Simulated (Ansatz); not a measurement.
System: trihydroxy(methyl)silane, CH6O3Si (charge 0, singlet). 
Structure (B3LYP-D3(BJ)/def2-TZVP (Ansatz, an electronic-structure program) minimum search):
```
Si
O 1 1.6421
H 2 0.9609 1 117.48
O 1 1.6431 2 109.41 3 44.58
H 4 0.9603 1 116.71 2 -134.39
O 1 1.6522 2 112.64 3 -70.53
H 6 0.9598 1 118.40 2 -58.83
C 1 1.8510 2 105.67 3 166.34
H 8 1.0912 1 110.81 2 178.03
H 8 1.0913 9 108.25 1 -121.27
H 8 1.0921 9 108.23 10 -116.51
```

Total electronic energies in hartree. Correlated levels leave the core frozen unless marked. Spin-orbit coupling is left out. No relativistic terms. CBS(X,Y): correlation extrapolated as X^-3; Hartree-Fock from the larger set.

```tsv
level	program	energy (Eh)
HF/STO-3G	Ansatz	-548.09680
RI-HF/aug-cc-pV(T+d)Z	Ansatz	-555.20287
RI-HF/cc-pV(T+d)Z	Ansatz	-555.19645
PBE-D4/def2-TZVPD	Ansatz + dftd4	-556.74923
BLYP-D4/def2-TZVPD	Ansatz + dftd4	…
PBE0/def2-SVP	Ansatz	-556.32981
PBE0-D3(BJ)/def2-TZVP	Ansatz + dftd3	-556.78160
PBE0/def2-TZVPD	Ansatz	-556.77866
r2SCAN0-D4/def2-TZVPD	Ansatz + dftd4	-556.99582
LC-wPBE/def2-TZVPD	Ansatz	-556.95114
B2GP-PLYP-D3(BJ)/def2-TZVPD	Ansatz + dftd3	-556.80871
B2GP-PLYP/def2-TZVPD	Ansatz	-556.80360
MP2/6-31G	Ansatz	-555.35724
MP2/aug-cc-pV(Q+d)Z	Ansatz	-556.33650
MP2/CBS(aug-cc-pV(T+d)Z,aug-cc-pV(Q+d)Z)	Ansatz	-556.3862
RI-MP2/CBS(aug-cc-pV(T+d)Z,aug-cc-pV(Q+d)Z)	Ansatz	-556.3858
SCS-MP2/cc-pVTZ	Ansatz	-556.19490
CCSD/cc-pVTZ	Ansatz	-556.23387
CCSD/cc-pwCVTZ	Ansatz	-556.26156
CCSD/cc-pV(Q+d)Z	Ansatz	-556.33912
CCSD/CBS(cc-pV(T+d)Z,cc-pV(Q+d)Z)	Ansatz	-556.3904
CCSD(T)/cc-pVTZ	Ansatz	-556.27078
CCSD(T)/CBS(aug-cc-pV(T+d)Z,aug-cc-pV(Q+d)Z)	Ansatz	-556.4369
```

Problem. Complete the blanks.

Solution. 
- BLYP-D4/def2-TZVPD, energy (Eh): -557.14253
